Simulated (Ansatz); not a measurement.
`[SiH3]SCC=S` → `C[SiH2]C(=S)S`  (isomerisation)

Program: Ansatz. Geometries: PBE0-D4/def2-TZVP. ΔE: electronic, gas phase. CCSD(T)/CBS is the MP2 limit (def2-TZVPP, def2-QZVPP) plus CCSD(T) − MP2 in def2-TZVPP, frozen cores. DFT in def2-TZVPP. B3LYP here is the variant with VWN-RPA as its local correlation; programs differ in this. One conformer a species, not always the lowest.

`[SiH3]SCC=S`:

```xyz
11

Si   -1.676    0.076    0.731
S     0.330    0.127    1.479
C     1.261   -0.527    0.044
C     1.223    0.501   -1.023
S     0.359    0.387   -2.377
H    -1.978   -1.270    0.183
H    -1.941    1.109   -0.300
H    -2.489    0.349    1.941
H     0.837   -1.475   -0.287
H     2.277   -0.681    0.415
H     1.796    1.404   -0.806
```

`C[SiH2]C(=S)S`:

```xyz
11

C    -1.149   -1.324    0.347
Si    0.347   -0.285    0.728
C     0.676    0.908   -0.716
S     0.748    0.303   -2.225
S     0.886    2.555   -0.272
H    -2.042   -0.701    0.268
H    -1.311   -2.062    1.136
H    -1.005   -1.846   -0.600
H     1.575   -1.106    0.875
H     0.154    0.518    1.968
H     1.121    3.041   -1.509
```

| level | ΔE (kJ/mol) | difference from CCSD(T)/CBS |
| --- | --- | --- |
| PBE-D4 | -26.0 | -10.9 |
| r2SCAN-D4 | -27.8 | -12.7 |
| PBE0-D4 | -20.1 | -5.0 |
| B3LYP-D4 | -21.3 | -6.2 |
| ωB97X-V | -14.0 | 1.1 |
| ωB97M-V | -17.2 | -2.1 |
| B2PLYP | -21.6 | -6.5 |
| PBE | -27.1 | -12.0 |
| r2SCAN | -28.1 | -13.0 |
| PBE0 | -21.1 | -6.0 |
| B3LYP | -22.9 | -7.8 |
| HF/def2-TZVPP | -2.7 | 12.4 |
| MP2/def2-TZVPP | -18.7 | -3.6 |
| SCS-MP2/def2-TZVPP | -14.2 | 0.9 |
| CCSD/def2-TZVPP | -12.5 | 2.6 |
| CCSD(T)/def2-TZVPP | -15.6 | -0.5 |
| HF/def2-QZVPP | -2.8 | 12.3 |
| MP2/def2-QZVPP | -18.4 | -3.3 |
| SCS-MP2/def2-QZVPP | -14.0 | 1.1 |
| HF/CBS(def2) | -2.8 | 12.3 |
| MP2/CBS(def2) | -18.2 | -3.1 |
| CCSD/CBS(def2) | -12.1 | 3.0 |
| CCSD(T)/CBS | -15.1 | 0 |

Largest T1 diagnostic among the species: 0.016.

From PBE to PBE0 (25 % exact exchange), in def2-TZVPP and without D4, ΔE moves by +6.0 kJ/mol. In def2-TZVPP, CCSD(T) changes the Hartree–Fock value by −12.8 kJ/mol (the triples alone add −3.0 kJ/mol) and MP2 by −15.9 kJ/mol.
